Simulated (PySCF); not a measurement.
# Relaxation of triplet [Zn2Cl]+

These are results of UPBE0/[Cl def2-TZVP, Zn def2-TZVP], no relativity, density fitting, PySCF, not measurements. A (50,194) grid was used.

A hand-made linear start, of D∞h symmetry, held to at least that symmetry:

Coordinates in bohr (charge 1 multiplicity 3):
```
Cl    0.0000    0.0000    0.0000
Zn    0.0000    0.0000    4.0187
Zn    0.0000    0.0000   -4.0187
```

At each step, columns x, y, z (Å) and Fx, Fy, Fz (eV/Å):

```
step 0  E − E(last) = 34.69 kJ/mol
Cl   0.000   0.000   0.000   0.000   0.000   0.000
Zn   0.000   0.000   2.127   0.000   0.000   2.007
Zn   0.000   0.000  -2.127   0.000   0.000  -2.007
step 1  E − E(last) = 9.94 kJ/mol
Cl   0.000   0.000   0.000   0.000   0.000   0.000
Zn   0.000   0.000   2.215   0.000   0.000   0.943
Zn   0.000   0.000  -2.215   0.000   0.000  -0.943
step 2  E − E(last) = 1.18 kJ/mol
Cl   0.000   0.000   0.000   0.000   0.000   0.000
Zn   0.000   0.000   2.291   0.000   0.000   0.292
Zn   0.000   0.000  -2.291   0.000   0.000  -0.292
step 3  E − E(last) = 0.05 kJ/mol
Cl   0.000   0.000   0.000   0.000   0.000   0.000
Zn   0.000   0.000   2.324   0.000   0.000   0.060
Zn   0.000   0.000  -2.324   0.000   0.000  -0.060
step 4  E − E(last) = 0.00 kJ/mol
Cl   0.000   0.000   0.000   0.000   0.000   0.000
Zn   0.000   0.000   2.333   0.000   0.000   0.005
Zn   0.000   0.000  -2.333   0.000   0.000  -0.005
step 5  E − E(last) = 0.00 kJ/mol
Cl   0.000   0.000   0.000   0.000   0.000   0.000
Zn   0.000   0.000   2.334   0.000   0.000   0.000
Zn   0.000   0.000  -2.334   0.000   0.000   0.000
```

It ends at D∞h with Cl–Zn 2.334 Å (×2); Zn–Cl–Zn 180.0°. A frequency run shows 2 imaginary modes (one degenerate set), down to 65i cm⁻¹, so it is a higher-order saddle point. Other isomers or separated fragments may lie lower.

The relaxation took roughly 2.4 core-minutes on a shared host.
